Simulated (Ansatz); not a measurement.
Cu3F4. The state is a doublet with charge 0. Geometry relaxed at r2SCAN-D4/def2-SVP.

```xyz
7

Cu    1.376   -0.103   -0.567
Cu   -0.578   -1.146    0.642
Cu   -0.827    1.112   -0.374
F    -2.139   -0.196    0.089
F     0.193    0.608    1.304
F     0.802    1.540   -1.300
F     1.171   -1.815    0.206
```

Another isomer (doublet) lies 0.03 eV lower at PBE0-D4/def2-TZVP.

(1) Estimate the harmonic wavenumbers at UKS r2SCAN-D4/def2-SVP (Ansatz, unscaled). Is this a minimum?

Answers

(1) 44, 86, 147, 151, 174, 182, 210, 215, 307, 332, 404, 408, 473, 519, 528 cm⁻¹. Yes, no mode is imaginary beyond noise. Zero-point energy 25.0 kJ/mol. Hardware: 4 threads of Arm Neoverse V2 on a shared host. Wall time 3.9 min.
